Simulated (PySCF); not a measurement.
Isomers of C2H9NO2Si2, one GFN2-xTB conformer each. Single-point energies are computed at PBE0/pcSseg-1 (PySCF, gas phase, no added dispersion term), electronic only.

Question: Rank them by PBE0/pcSseg-1 energy, lowest first (kJ/mol).
A. `[CH3:1][Si@@:2]([NH2:3])([SiH3:4])[O:5][CH:6]=[O:7]` with C1–Si2–N3–H 175° and -38°, C1–Si2–O5–C6 -135°, Si2–O5–C6–O7 3°
B. `[CH2:1]=[CH:2][SiH2:3][O:4][Si@H:5]([NH2:6])[OH:7]` with C1–C2–Si3–O4 -5°, C2–Si3–O4–Si5 -8°, Si3–O4–Si5–N6 54°, O4–Si5–N6–H 46° and -179°, O4–Si5–O7–H 63°

Answer: B (0.0), A (132.4).

As drawn, the lower has an O–H bond and a C=C bond outside aromatic rings, which the higher lacks; the higher has a C=O bond, a C(=O)–O unit and an Si–Si bond, which the lower lacks. GFN2-xTB itself gives, in the same order: 0.0, 221.1. Both levels put the same isomer lowest.

Q: Which frontier levels, dipoles and rotational constants go with these structures?

A: 
```
                SMILES  HOMO (eV, PBE0/pcSseg-1)  LUMO (eV)  dipole (D)      A, B, C (MHz)
  C=C[SiH2]O[Si@H](N)O                     -7.76      -0.24        2.25  2618, 1142, 990.6
C[Si@@](N)([SiH3])OC=O                     -7.71       0.03        2.90   2001, 1547, 1171
```
